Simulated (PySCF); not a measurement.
C3H9FSi. Atoms are numbered in the order given.

```xyz
14

Si     0.9826    -0.4604     0.0364
F      2.4249     0.1052    -0.4741
C     -0.2997     0.8752    -0.2421
C     -1.6189     0.6766     0.5081
C     -2.3660    -0.5907     0.1172
H      0.7110    -1.7097    -0.7313
H      1.1070    -0.7772     1.4905
H      0.1755     1.8248     0.0608
H     -0.4807     0.9617    -1.3284
H     -2.2693     1.5505     0.3345
H     -1.4230     0.6648     1.5946
H     -1.7910    -1.5002     0.3591
H     -3.3293    -0.6674     0.6433
H     -2.5733    -0.6152    -0.9648
```
Charge 0, spin multiplicity 1.

Geometry optimised at PBE0-D3(BJ)/def2-SVP. One conformer was computed; it need not be the lowest.

Level of theory: PBE0-D3(BJ)/def2-SVP in PySCF.

Frequencies are harmonic and unscaled.

Computed vibrational spectrum:
```tsv
mode	ν (cm⁻¹)	IR (km/mol)	moving atoms (share of kinetic energy)
1	50	1.2	F 31 %, Si 26 %, H 24 %, C 19 %
2	103	0.6	C 45 %, H 37 %, F 11 %
3	163	2.0	H 44 %, C 21 %, F 18 %, Si 17 %
4	242	4.5	F 31 %, H 29 %, C 24 %, Si 17 %
5	279	0.5	H 73 %, C 22 %
6	402	0.6	C 47 %, H 47 %
7	511	14.9	H 83 %, C 8 %
8	686	31.4	C 42 %, H 31 %, Si 26 %
9	737	48.1	H 79 %, Si 9 %
10	775	4.5	H 80 %, C 17 %
11	835	15.0	H 75 %, C 23 %
12	864	19.2	F 49 %, H 32 %, Si 18 %
13	902	10.9	C 52 %, H 46 %
14	928	274.8	H 67 %, Si 22 %, F 8 %
15	963	106.1	H 90 %, Si 8 %
16	1022	15.0	H 79 %, C 20 %
17	1042	21.7	H 79 %, C 18 %
18	1106	10.6	C 62 %, H 38 %
19	1212	5.3	H 67 %, C 33 %
20	1242	19.6	H 58 %, C 41 %
21	1316	1.8	H 82 %, C 18 %
22	1360	6.1	H 71 %, C 29 %
23	1405	8.6	H 72 %, C 28 %
24	1421	4.7	H 91 %, C 9 %
25	1465	1.3	H 96 %
26	1472	10.3	H 97 %
27	1478	4.5	H 92 %, C 8 %
28	2238	109.6	H 97 %
29	2248	122.2	H 96 %
30	3047	14.3	H 97 %
31	3051	28.5	H 95 %
32	3054	8.0	H 94 %
33	3096	8.9	H 91 %, C 9 %
34	3112	6.9	H 91 %, C 9 %
35	3135	34.5	H 91 %, C 9 %
36	3151	20.1	H 91 %, C 9 %
```
